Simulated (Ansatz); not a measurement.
C$_{2}$H$_{9}$FSi$_{2}$ (`C[SiH2]C[SiH2]F`) at its PBE0-D4/def2-TZVP geometry, where that method's forces vanish. The species carries charge 0 and has multiplicity 1.

```xyz
14

C    -0.4457    1.4923   -1.3133
Si    0.0633    1.1681    0.4532
C    -0.3983   -0.5738    0.9934
Si    0.5938   -1.9367    0.2293
F     0.5882   -1.7741   -1.3697
H    -0.1658    2.5035   -1.6175
H    -1.5279    1.3930   -1.4298
H     0.0345    0.7821   -1.9898
H    -0.5962    2.1469    1.3634
H     1.5367    1.3363    0.6053
H    -0.2575   -0.6460    2.0793
H    -1.4639   -0.7392    0.8003
H     2.0086   -1.8735    0.6734
H     0.0301   -3.2789    0.5225
```

Task: What forces (eV/Å) does ωB97M-V/def2-TZVPP give on these atoms in the Gaussian-basis code of Ansatz? (Estimate.)

Result: Ansatz gave: 
```
C1  -0.008  0.002 -0.028
Si2  0.055  0.102  0.098
C3  -0.023 -0.010  0.011
Si4  0.073 -0.153  0.244
F5  -0.006  0.035 -0.134
H6  -0.021 -0.075  0.017
H7   0.074  0.005  0.006
H8  -0.033  0.049  0.041
H9   0.071 -0.104 -0.100
H10 -0.147 -0.025 -0.018
H11 -0.012  0.002 -0.069
H12  0.071  0.012  0.014
H13 -0.161 -0.002 -0.049
H14  0.068  0.161 -0.032
```
